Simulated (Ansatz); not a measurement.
A search over several starts for the lowest SCF solution of MoO3 at the given spin, in a small basis.

```yaml
crystal:
  periodic: [false, false, false]
  atoms:
    - {symbol: Mo, position_ang: [-0.486748, 0.276434, -0.421004]}
    - {symbol: O, position_ang: [-1.893806, 1.041939, 0.095083]}
    - {symbol: O, position_ang: [0.871709, -1.237147, 0.151821]}
    - {symbol: O, position_ang: [1.508836, -0.081227, 0.174101]}
basis:
  gaussian: {orbitals: def2-SVP, initial_orbitals: start.molden}
magnetization: {spin_polarized: true, initial_magnetization: 4}
hamiltonian: {xc: pbe0, dispersion: d4}
output: {orbitals: {seedname: orbitals}}
```

The file start.molden holds the orbitals of an earlier run on this structure, at another level or in another basis.

```sh
$ ansatz run in.yaml --threads 4 --pin off --events-out ev --progress --plain --max-ram 3916MiB
```

It prints (some lines left out):

```
Functional definition: PBE0
715 factors; integrals over basis functions are off by at most 7.0e-4 eV
mean field evaluation 1: about -7981.7650 eV, gradient 7.7e0 eV
mean field evaluation 2: about -7981.9365 eV, gradient 1.9e-1 eV
mean field evaluation 4: about -7982.0985 eV, gradient 3.2e-3 eV
mean field evaluation 8: about -7975.5443 eV, gradient 4.1e1 eV
mean field evaluation 16: about -7982.0975 eV, gradient 3.8e-1 eV
mean field evaluation 32: about -7982.0985 eV, gradient 7.4e-5 eV
mean field -7982.09854252 eV, -293.3367109769 hartree, gradient 3.3e-5 eV, S^2 6.033116; 3 other end points of the search recorded, 0 dependent functions left out
reference -7982.09858647 eV, -293.3367125920 hartree; 21, 17 occupied and 52, 56 virtual orbitals, 715 factors
Total energy: -7982.16690414 eV, -293.3392232203 hartree
```

Run time 1.8 s (4 threads of Intel Xeon Platinum 8375C on a shared host).

In the def2 sets Mo takes a core potential; there is no spin–orbit coupling. The structure holds one bond between oxygen atoms, so isomers without such links may lie far lower. At PBE0-D4/def2-TZVP a triplet of charge 0 lies 0.72 eV below the quintet, each at its own geometry. The structure comes from a short search, and lower isomers may exist.
